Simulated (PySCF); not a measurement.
C₅H₅, SMILES [CH]1C=CC=C1 (connectivity only; charge and spin as stated), charge +1, multiplicity 1.

The structure is a stationary point at PBE-D3(BJ)/def2-SVP. The spin state was assumed, not searched. The isomer is the one that the SMILES or the coordinates give; other isomers of the formula were not compared.

All values below come from PBE-D3(BJ)/def2-SVP (PySCF).

Frequencies are harmonic and unscaled.

Computed vibrational spectrum:
```
mode  ν (cm⁻¹)  IR (km/mol)  moving atoms (share of kinetic energy)
----  --------  -----------  --------------------------------------
1          228         22.3                          H 50 %, C 50 %
2          308          0.0                          C 56 %, H 44 %
3          571        172.0                                  C 95 %
4          667         66.3                          H 84 %, C 16 %
5          769          0.0                          H 73 %, C 27 %
6          787          3.7                          C 87 %, H 13 %
7          826          3.5                          C 66 %, H 34 %
8          926          9.0                          H 75 %, C 25 %
9          958          0.0                          H 61 %, C 39 %
10         970        129.6                          H 60 %, C 40 %
11        1022          5.1                          H 59 %, C 41 %
12        1027          1.9                          C 51 %, H 49 %
13        1060          3.0                          H 88 %, C 12 %
14        1099          0.0                          H 63 %, C 37 %
15        1239          0.0                          H 77 %, C 23 %
16        1267        125.0                          C 61 %, H 39 %
17        1296        101.2                          H 55 %, C 45 %
18        1543         29.3                          C 81 %, H 19 %
19        1581         69.7                                  C 94 %
20        3123          8.0                           H 91 %, C 9 %
21        3164          3.2                           H 91 %, C 9 %
22        3169         32.1                           H 91 %, C 9 %
23        3197         60.9                           H 91 %, C 9 %
24        3201          1.8                          H 90 %, C 10 %
```
